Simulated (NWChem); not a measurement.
System: NbNHClF₂; SMILES [NH]=[Nb]([F])([F])[Cl]

The following NWChem deck was run.

```
start job
memory heap 200 mb stack 900 mb global 1100 mb
geometry units angstroms noautoz
  Nb    -0.020772     0.222751     0.000000
  N     -1.662563     0.752403     0.000000
  H     -2.628022     1.069309     0.000000
  F      0.776993     0.897325     1.541220
  F      0.776993     0.897325    -1.541220
  Cl    -0.049171    -2.080398     0.000000
end
basis spherical
  * library def2-svp
end
ecp
  Nb library def2-ecp
end
dft
  xc scan
  grid xcoarse
  iterations 150
  mulliken
end
task dft gradient
```

NWChem printed, in part:

```
             Northwest Computational Chemistry Package (NWChem) 7.3.0
             --------------------------------------------------------

 CS  symmetry detected

                             Geometry "geometry" -> ""
                             -------------------------

 Output coordinates in angstroms (scale by  1.889725989 to convert to a.u.)

  No.       Tag          Charge          X              Y              Z
 ---- ---------------- ---------- -------------- -------------- --------------
    1 Nb                  41.0000    -0.01680136    -0.26683090     0.00000000
    2 N                    7.0000    -1.69276998    -0.67565620     0.00000000
    3 H                    1.0000    -2.67872312    -0.92149536     0.00000000
    4 F                    9.0000     0.72978191    -0.99764722     1.54122000
    5 F                    9.0000     0.72978191    -0.99764722    -1.54122000
    6 Cl                  17.0000     0.12240557     2.03228268     0.00000000

 Effective nuclear repulsion energy (a.u.)     577.4212194346

      Symmetry information
      --------------------

 Group name             Cs
 Group number              2
 Group order               2
 No. of unique centers     5

                                 NWChem DFT Module
                                 -----------------

 Summary of "ao basis" -> "ao basis" (spherical)
 ------------------------------------------------------------------------------
       Tag                 Description            Shells   Functions and Types
 ---------------- ------------------------------  ------  ---------------------
 Nb                         def2-svp                11       31   5s3p2d1f
 N                          def2-svp                 6       14   3s2p1d
 H                          def2-svp                 3        5   2s1p
 F                          def2-svp                 6       14   3s2p1d
 Cl                         def2-svp                 8       18   4s3p1d

      Symmetry analysis of basis
      --------------------------

        a'         62
        a"         34

            General Information
            -------------------
          SCF calculation type: DFT
          Wavefunction type:  closed shell.
          No. of atoms     :     6
          No. of electrons :    56
           Alpha electrons :    28
            Beta electrons :    28
          Charge           :     0
          Spin multiplicity:     1
          Use of symmetry is: on ; symmetry adaption is: on
          Maximum number of iterations: 150
          AO basis - number of functions:    96
                     number of shells:    40
          Convergence on energy requested:  1.00D-06
          Convergence on density requested:  1.00D-05
          Convergence on gradient requested:  5.00D-04

              XC Information
              --------------
                         SCAN Method XC Functional
                  SCAN metaGGA Exchange Functional  1.000
                        SCAN Correlation Potential  1.000

             Grid Information
             ----------------
          Grid used for XC integration:  xcoarse
          Radial quadrature: Mura-Knowles
          Angular quadrature: Lebedev.
          Tag              B.-S. Rad. Rad. Pts. Rad. Cut. Ang. Pts.
          ---              ---------- --------- --------- ---------
          Nb                  1.45       84           8.0       194
          N                   0.65       21           8.0       194
          H                   0.35       21          10.0       194
          F                   0.50       21          10.0       194
          Cl                  1.00       42          10.0       194
          Grid pruning is: on
          Number of quadrature shells:   189
          Spatial weights used:  Erf1

      Superposition of Atomic Density Guess
      -------------------------------------

 Sum of atomic energies:        -777.40373950

      Non-variational initial energy
      ------------------------------

 Total energy =    -769.151868
 1-e energy   =   -1597.910935
 2-e energy   =     569.464805
 HOMO         =      -0.391577
 LUMO         =      -0.020122

      Symmetry analysis of molecular orbitals - initial
      -------------------------------------------------

  Numbering of irreducible representations:

     1 a'          2 a"

  Orbital symmetries:

     1 a'          2 a'          3 a"          4 a'          5 a'
     6 a'          7 a'          8 a"          9 a'         10 a'
    11 a"         12 a'         13 a'         14 a"         15 a'
    16 a'         17 a'         18 a"         19 a"         20 a'
    21 a'         22 a"         23 a'         24 a'         25 a'
    26 a"         27 a"         28 a'         29 a'         30 a'
    31 a"         32 a'         33 a'         34 a"         35 a'
    36 a"         37 a'         38 a'

     ---------------------------------------------
      Total Density - Mulliken Population Analysis
     ---------------------------------------------

    Atom       Charge   Shell Charges
 -----------   ------   -------------------------------------------------------
    1 Nb  13    10.22  -0.33  1.61  0.75  0.22  0.04  5.93  0.25  0.10  1.31  0.26  0.09
    2 N    7     8.16   1.99  1.10  0.56  2.74  1.76  0.01
    3 H    1     0.76   0.59  0.12  0.04
    4 F    9     9.67   1.99  1.16  0.80  3.56  2.16  0.00
    5 F    9     9.67   1.99  1.16  0.80  3.56  2.16  0.00
    6 Cl  17    17.51   2.00  1.99  1.23  0.72  5.94  2.20  3.42  0.01

   convergence    iter        energy       DeltaE   RMS-Dens  Diis-err
 ---------------- ----- ----------------- --------- --------- ---------
 d= 0,ls=0.0,diis     1   -771.7421782375 -1.03D+03  5.03D-02  2.97D+00
 d= 0,ls=0.0,diis     2   -765.4223410588  6.32D+00  4.12D-02  5.02D+01
 d= 0,ls=0.0,diis     3   -772.1273711553 -6.71D+00  6.69D-03  1.87D-01
 d= 0,ls=0.0,diis     4   -772.0657615762  6.16D-02  4.50D-03  7.05D-01
 d= 0,ls=0.0,diis     5   -772.1465955421 -8.08D-02  9.39D-04  9.30D-03
  Resetting Diis
 d= 0,ls=0.0,diis     6   -772.1473161400 -7.21D-04  5.33D-04  3.79D-03
 d= 0,ls=0.0,diis     7   -772.1477126379 -3.96D-04  6.17D-04  7.37D-04
 d= 0,ls=0.0,diis     8   -772.1471621556  5.50D-04  4.85D-04  5.27D-03
 d= 0,ls=0.0,diis     9   -772.1477396209 -5.77D-04  1.48D-04  5.09D-04
 d= 0,ls=0.0,diis    10   -772.1478054461 -6.58D-05  1.78D-05  3.96D-06
 d= 0,ls=0.0,diis    11   -772.1478059405 -4.94D-07  4.35D-06  5.56D-07

         Total DFT energy =     -772.147805940526
      One electron energy =    -1602.085882085905
           Coulomb energy =      634.016001180877
    Exchange-Corr. energy =      -63.372186843482
 Nuclear repulsion energy =      259.294261807984

 Numeric. integr. density =       55.998626588540

                  Occupations of the irreducible representations
                  ----------------------------------------------

                     irrep           alpha         beta
                     --------     --------     --------
                     a'               19.0         19.0
                     a"                9.0          9.0

                       DFT Final Molecular Orbital Analysis
                       ------------------------------------

 Vector   26  Occ=2.000000D+00  E=-3.231371D-01  Symmetry=a"
              MO Center=  1.5D-01,  1.7D+00, -6.8D-15, r^2= 1.9D+00
   Bfn.  Coefficient  Atom+Function         Bfn.  Coefficient  Atom+Function
  ----- ------------  ---------------      ----- ------------  ---------------
    91      0.598557  6 Cl pz                88      0.448785  6 Cl pz
    85      0.261578  6 Cl pz                16      0.119101  1 Nb d -1
     8     -0.083857  1 Nb pz                55      0.077339  4 F  py
    69     -0.077339  5 F  py                56      0.066039  4 F  pz
    70      0.066039  5 F  pz                54      0.064517  4 F  px

 Vector   27  Occ=2.000000D+00  E=-2.876192D-01  Symmetry=a"
              MO Center= -1.1D+00, -6.2D-01, -1.8D-11, r^2= 2.0D+00
   Bfn.  Coefficient  Atom+Function         Bfn.  Coefficient  Atom+Function
  ----- ------------  ---------------      ----- ------------  ---------------
    37      0.496854  2 N  pz                40     -0.380612  2 N  pz
    18     -0.299387  1 Nb d  1               8      0.156932  1 Nb pz
    16      0.131090  1 Nb d -1              55      0.110900  4 F  py
    69     -0.110900  5 F  py                54      0.103167  4 F  px
    68     -0.103167  5 F  px                56     -0.100445  4 F  pz

 Vector   28  Occ=2.000000D+00  E=-2.838770D-01  Symmetry=a'
              MO Center= -8.7D-01,  1.7D-01,  1.8D-11, r^2= 3.4D+00
   Bfn.  Coefficient  Atom+Function         Bfn.  Coefficient  Atom+Function
  ----- ------------  ---------------      ----- ------------  ---------------
    36      0.427213  2 N  py                89     -0.360273  6 Cl px
    39     -0.328853  2 N  py                86     -0.263088  6 Cl px
    15      0.237025  1 Nb d -2              83     -0.152192  6 Cl px
     7      0.131156  1 Nb py                90      0.130495  6 Cl py
    19     -0.122439  1 Nb d  2              35     -0.116668  2 N  px

 Vector   29  Occ=0.000000D+00  E=-1.023865D-01  Symmetry=a"
              MO Center= -4.5D-02, -3.5D-02,  1.8D-11, r^2= 2.1D+00
   Bfn.  Coefficient  Atom+Function         Bfn.  Coefficient  Atom+Function
  ----- ------------  ---------------      ----- ------------  ---------------
    16      0.825804  1 Nb d -1              91     -0.253936  6 Cl pz
    18     -0.241973  1 Nb d  1              11      0.175075  1 Nb pz
     8     -0.174059  1 Nb pz                37     -0.163063  2 N  pz
    88     -0.161748  6 Cl pz                21      0.154118  1 Nb d -1
    40      0.154482  2 N  pz                56      0.111044  4 F  pz

 Vector   30  Occ=0.000000D+00  E=-1.013535D-01  Symmetry=a'
              MO Center=  2.6D-02, -2.9D-01, -1.9D-11, r^2= 2.1D+00
   Bfn.  Coefficient  Atom+Function         Bfn.  Coefficient  Atom+Function
  ----- ------------  ---------------      ----- ------------  ---------------
    17      0.613796  1 Nb d  0              15      0.570670  1 Nb d -2
    19      0.265249  1 Nb d  2              90     -0.190649  6 Cl py
    55      0.167228  4 F  py                69      0.167228  5 F  py
    89     -0.153997  6 Cl px                39      0.145605  2 N  py
    58     -0.136852  4 F  py                72     -0.136852  5 F  py

 Vector   31  Occ=0.000000D+00  E=-5.137817D-02  Symmetry=a'
              MO Center= -3.4D-01, -2.6D-01,  1.7D-13, r^2= 2.6D+00
   Bfn.  Coefficient  Atom+Function         Bfn.  Coefficient  Atom+Function
  ----- ------------  ---------------      ----- ------------  ---------------
    19      0.738924  1 Nb d  2              15     -0.394864  1 Nb d -2
    34     -0.319052  2 N  s                 90     -0.311647  6 Cl py
    39     -0.305370  2 N  py                36      0.280631  2 N  py
    82      0.238246  6 Cl s                 24      0.217108  1 Nb d  2
    47      0.186941  3 H  s                 87     -0.142108  6 Cl py

     ---------------------------------------------
      Total Density - Mulliken Population Analysis
     ---------------------------------------------

    Atom       Charge   Shell Charges
 -----------   ------   -------------------------------------------------------
    1 Nb  13    11.90  -0.34  1.69  0.70  0.21 -0.01  5.98  0.36  0.14  2.63  0.43  0.11
    2 N    7     7.35   1.99  1.02  0.58  2.34  1.41  0.01
    3 H    1     0.84   0.70  0.09  0.05
    4 F    9     9.33   1.99  1.15  0.81  3.33  2.05  0.00
    5 F    9     9.33   1.99  1.15  0.81  3.33  2.05  0.00
    6 Cl  17    17.25   2.00  1.99  1.25  0.72  5.93  2.14  3.21  0.02

     -------------------------------------------
      Total Density - Lowdin Population Analysis
     -------------------------------------------

    Atom       Charge   Shell Charges
 -----------   ------   -------------------------------------------------------
    1 Nb  13    12.88   0.01  1.03  0.86  0.30  0.10  5.54  0.92  0.31  2.43  1.17  0.20
    2 N    7     7.08   1.97  0.79  0.47  2.18  1.64  0.03
    3 H    1     0.90   0.57  0.20  0.13
    4 F    9     9.14   1.98  1.04  0.75  3.22  2.15  0.01
    5 F    9     9.14   1.98  1.04  0.75  3.22  2.15  0.01
    6 Cl  17    16.87   2.00  1.96  1.02  0.74  5.82  2.26  3.05  0.01

     Multipole analysis of the density
     ---------------------------------

     L   x y z        total         alpha         beta         nuclear
     -   - - -        -----         -----         ----         -------
     0   0 0 0     -0.000000    -28.000000    -28.000000     56.000000

     1   1 0 0     -0.511760     -0.700380     -0.700380      0.888999
     1   0 1 0     -0.210441     -7.164542     -7.164542     14.118644
     1   0 0 1      0.000000      0.000000      0.000000      0.000000

     2   2 0 0    -33.265138    -82.837782    -82.837782    132.410427
     2   1 1 0      1.908728     -2.003590     -2.003590      5.915909
     2   1 0 1      0.000000      0.000000      0.000000      0.000000
     2   0 2 0    -39.367891   -185.914588   -185.914588    332.461284
     2   0 1 1      0.000000      0.000000      0.000000      0.000000
     2   0 0 2    -40.290615    -96.488348    -96.488348    152.686081

            General Information
            -------------------
          SCF calculation type: DFT
          Wavefunction type:  closed shell.
          No. of atoms     :     6
          No. of electrons :    56
           Alpha electrons :    28
            Beta electrons :    28
          Charge           :     0
          Spin multiplicity:     1
          Use of symmetry is: on ; symmetry adaption is: on
          Maximum number of iterations: 150
          AO basis - number of functions:    96
                     number of shells:    40
          Convergence on energy requested:  1.00D-06
          Convergence on density requested:  1.00D-05
          Convergence on gradient requested:  5.00D-04

              XC Information
              --------------
                         SCAN Method XC Functional
                  SCAN metaGGA Exchange Functional  1.000
                        SCAN Correlation Potential  1.000

             Grid Information
             ----------------
          Grid used for XC integration:  xcoarse
          Radial quadrature: Mura-Knowles
          Angular quadrature: Lebedev.
          Tag              B.-S. Rad. Rad. Pts. Rad. Cut. Ang. Pts.
          ---              ---------- --------- --------- ---------
          Nb                  1.45       84           8.0       194
          N                   0.65       21           8.0       194
          H                   0.35       21          10.0       194
          F                   0.50       21          10.0       194
          Cl                  1.00       42          10.0       194
          Grid pruning is: on
          Number of quadrature shells:   189
          Spatial weights used:  Erf1

[...]

                         DFT ENERGY GRADIENTS

    atom               coordinates                        gradient
                 x          y          z           x          y          z
   1 Nb     -0.031750  -0.504237   0.000000   -0.011262  -0.007050   0.000000
   2 N      -3.198871  -1.276805   0.000000    0.011976   0.004284   0.000000
   3 H      -5.062053  -1.741374   0.000000    0.003704   0.000791   0.000000
   4 F       1.379088  -1.885280   2.912483   -0.001895   0.002107  -0.003864
   5 F       1.379088  -1.885280  -2.912483   -0.001895   0.002107   0.003864
   6 Cl      0.231313   3.840457   0.000000   -0.000627  -0.002239   0.000000
```

Level: SCAN/def2-SVP with def2 effective core potentials on Nb. Coordinates come from a PBE0/def2-SVP optimisation. def2 effective core potentials on Nb; no spin-orbit coupling.
